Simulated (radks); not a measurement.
Os+, 75 electrons, occupied as [Xe] 4f14 5d6 6s1. All-electron calculation, Dirac Kohn-Sham, PBE, spin-unpolarised, spherical densities, finite nucleus; open shells fill j = l - 1/2 first; Fermi nuclear charge, rms radius 5.4126 fm. Program: a radial shooting solver on a logarithmic mesh with Libxc functionals.

Normalised radial functions P(r) = r R(r) (large component), r in bohr:

```
   r/bohr * 5p1/2, o 4f5/2, + 4f7/2 (the largest magnitude, 1.37, reaches the edge; | marks zero, & curves that meet)
 0.001895                             &
 0.002206                             &
 0.002568                             &
  0.00299                             &
 0.003481                             &*
 0.004052                             &*
 0.004717                             &*
 0.005491                             &*
 0.006393                             &*
 0.007383                             & *
 0.008595                             & *
  0.01001                             & *
  0.01165                             &  *
  0.01356                             &  *
  0.01579                             &   *
  0.01838                             &   *
   0.0214                             &    *
  0.02491                             &    *
    0.029                             &    *
  0.03376                             &     *
  0.03899                             &    *
  0.04539                             &    *
  0.05284                             |&  *
  0.06151                             |&*
  0.07161                             * &
  0.08336                          *  | +o
  0.09705                        *    |   &
    0.113                      *      |    &
   0.1315                     *       |      +o
   0.1531                      *      |         &
   0.1768                        *    |            &
   0.2059                            *|               +o
   0.2397                             |   *               &
    0.279                             |        *             &
   0.3248                             |          *             +o
   0.3781                             |          *               &
   0.4402                             |      *                   &
   0.5124                             |*                       &
   0.5966                      *      |                      &
   0.6945               *             |                  o+
   0.8085         *                   |               &
   0.9337       *                     |           &
    1.087        *                    |        &
    1.265           *                 |     &
    1.473               *             |   &
    1.715                   *         | &
    1.997                       *     |&
    2.324                          *  |&
    2.706                           * &
     3.15                            *&
    3.667                             &
    4.235                             &
     4.93                             &
     5.74                             &
    6.682                             &
    7.779                             &
    9.056                             &
```

5p1/2: eigenvalue -67.428 eV, 3 radial nodes at r = 0.0708, 0.210, 0.520 bohr, <r> = 1.10 bohr, 90 % of the charge inside 1.60 bohr. 4f5/2: eigenvalue -61.023 eV, 0 radial nodes, <r> = 0.553 bohr, 90 % of the charge inside 0.902 bohr. 4f7/2: eigenvalue -58.219 eV, 0 radial nodes, <r> = 0.561 bohr, 90 % of the charge inside 0.917 bohr.
